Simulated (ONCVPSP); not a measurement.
Ir, ONCV: configuration errors across variants

| Property | Result |
| --- | --- |
| Element | iridium |
| Generator | ONCVPSP 4.0.1 |
| Type | optimised norm-conserving Vanderbilt (ONCV) |
| Functional | Wu-Cohen |
| Relativity | scalar-relativistic |
| Frozen core | [Kr] 4d10 |
| Valence charge | 31 |
| Reference configuration | 4f14 5s2 5p6 5d7 6s1 (charge +1) |
| Partial waves | 5s+6s: rc 1.65 bohr, ncon 4, nbas 8, qcut 7 1/bohr, 2 projectors; 5p: rc 1.50 bohr, ncon 4, nbas 8, qcut 10.4 1/bohr, 2 projectors, debl 1.9 Ha; 5d: rc 2.00 bohr, ncon 3, nbas 7, qcut 6.1 1/bohr, 2 projectors, debl 3.8 Ha; 4f: rc 0.65 bohr, ncon 4, nbas 9, qcut 27.5 1/bohr, 3 projectors, debl 3.5 Ha |
| Local potential | polynomial inside 0.60 bohr (lpopt 5, dvloc0 2 Ha) |
| Core correction | none |

In the p channel the program set the typed energies aside and used -2.318, 0.250 Ha.

All-electron excitation energies from the reference (eV): (1) 4f14 5s2 5p6 5d7 6s2 -9.944; (2) 4f14 5s2 5p6 5d7 6s0 17.508; (3) 4f14 5s2 5p6 5d6 6s0 48.090; (4) 4f14 5s2 5p6 5d8 6s0 -1.244.

A true bound ghost makes a file unfit for plane-wave use even where its test errors are small: the radial tests pick states by their node count and pass the ghost by.

Errors AE − PS in meV (a dash: test not solved or not reliable):

```json
{"change": "base", "(1)": "+2.7", "(2)": "-7.8", "(3)": "-11", "(4)": "-2.1", "bound ghosts": "s, p, d", "GHOST(+) flags above zero": "none"}
{"change": "d: qcut 3.7", "(1)": "+6.9", "(2)": "-1.5", "(3)": "+7.1", "(4)": "+44", "bound ghosts": "s, p", "GHOST(+) flags above zero": "d"}
{"change": "d: qcut 4.5", "(1)": "+4.8", "(2)": "-4.8", "(3)": "-3.5", "(4)": "+22", "bound ghosts": "s, p", "GHOST(+) flags above zero": "d"}
{"change": "d: qcut 5.2", "(1)": "+4.4", "(2)": "-4.9", "(3)": "-7.2", "(4)": "+9.3", "bound ghosts": "s, p, d", "GHOST(+) flags above zero": "none"}
{"change": "d: qcut 5.8", "(1)": "+2.8", "(2)": "-7.6", "(3)": "-10", "(4)": "+0.2", "bound ghosts": "s, p, d", "GHOST(+) flags above zero": "none"}
{"change": "d: qcut 7.2", "(1)": "+2.2", "(2)": "-8.3", "(3)": "-12", "(4)": "-8.3", "bound ghosts": "s, p", "GHOST(+) flags above zero": "d"}
{"change": "d: qcut 7.8", "(1)": "+2.1", "(2)": "-8.4", "(3)": "-12", "(4)": "-8.4", "bound ghosts": "s, p", "GHOST(+) flags above zero": "d"}
{"change": "d: qcut 8.5", "(1)": "+2.1", "(2)": "-8.5", "(3)": "-12", "(4)": "-8.7", "bound ghosts": "s, p", "GHOST(+) flags above zero": "d"}
{"change": "d: qcut 9.1", "(1)": "+2.1", "(2)": "-8.5", "(3)": "-12", "(4)": "-8.5", "bound ghosts": "s, p", "GHOST(+) flags above zero": "d"}
```

Q: Give the same row for: d: qcut 6.5.

A: +2.5, -8.0, -11, -8.6; bound ghosts: s, p; GHOST(+) flags above zero: d.
